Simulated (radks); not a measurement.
Initial-state core-level shifts of the vanadium ion V+ when its valence configuration changes from [Ar] 3d4. Method: non-relativistic Kohn-Sham, r2SCAN, spin-polarised, spherical densities, point nucleus; open shells are filled with parallel spins first; meta-GGA in the generalised Kohn-Sham scheme; computed with a radial shooting solver on a logarithmic mesh with Libxc functionals. Shifts are changes of the shell-averaged eigenvalues in eV (positive: less bound); the change of the density at the nucleus, which sets a Mossbauer isomer shift, is in e/bohr^3, on a base of 8174.

| valence | 1s | 2s | 3s | 3p | density at nucleus |
|---|---|---|---|---|---|
| 3d3 4s1 | -5.301 | -6.043 | -5.309 | -5.097 | +5.3327 |
| 3d2 4s1 4p1 | -12.989 | -14.641 | -12.643 | -12.164 | +7.5046 |
| 3d2 4p2 | -14.226 | -15.832 | -13.846 | -13.356 | +2.7049 |
| 3d3 4p1 | -6.554 | -7.221 | -6.554 | -6.339 | +1.0409 |
| 3d3.5 4p0.5 | -3.131 | -3.431 | -3.168 | -3.070 | +0.4457 |
| 3d3.5 4s0.5 | -2.514 | -2.860 | -2.549 | -2.449 | +2.4856 |
| 3d2 4s2 | -12.070 | -13.705 | -11.734 | -11.275 | +11.6120 |
| 3d2.5 4s1 4p0.5 | -9.010 | -10.174 | -8.897 | -8.558 | +6.2951 |
